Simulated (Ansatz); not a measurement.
Wavefunction ladder for C$_{2}$H$_{10}$OSi$_{2}$, SMILES `O[SiH2]CC[SiH3]`

| atom | x (Å) | y (Å) | z (Å) |
| --- | --- | --- | --- |
| O1 | 2.1248 | -0.8126 | -0.5751 |
| Si2 | 1.2022 | -1.1961 | 0.7374 |
| C3 | -0.6344 | -0.9685 | 0.4452 |
| C4 | -1.1381 | 0.4788 | 0.3849 |
| Si5 | -0.5454 | 1.4985 | -1.0764 |
| H6 | 2.1588 | 0.1102 | -0.8343 |
| H7 | 1.4873 | -2.6258 | 1.0122 |
| H8 | 1.5911 | -0.3669 | 1.9172 |
| H9 | -1.1389 | -1.5029 | 1.2613 |
| H10 | -0.8993 | -1.5091 | -0.4710 |
| H11 | -2.2339 | 0.4990 | 0.3489 |
| H12 | -0.8630 | 1.0188 | 1.2984 |
| H13 | -1.2427 | 2.8114 | -1.1069 |
| H14 | -0.7878 | 0.7858 | -2.3590 |
| H15 | 0.9191 | 1.7791 | -0.9828 |

Total charge 0; spin multiplicity 1. The geometry is a stationary point of PBE0-D4/def2-TZVP. It is one conformer, not always the lowest. Frozen core, restricted reference, Ansatz 0.2.0. CBS rows extrapolate triple and quadruple zeta; past MP2 they add the triple-zeta difference.

```json
{"basis": "def2-SVP", "HF (Eh)": "-734.02641", "MP2 corr.": "-0.68086"}
{"basis": "def2-TZVPP", "HF (Eh)": "-734.42104", "MP2 corr.": "-0.85103"}
{"basis": "def2-QZVPP", "HF (Eh)": "-734.44693", "MP2 corr.": "-0.91156"}
```

(1) Estimate the CCSD correlation energy and the (T) correction in each basis where they were run (hartree).

## Answers

(1) 
```csv
basis,CCSD corr.,(T)
def2-SVP,-0.75102,-0.01957
def2-TZVPP,-0.91317,-0.03326
CBS(def2),-1.01854,as TZ
```
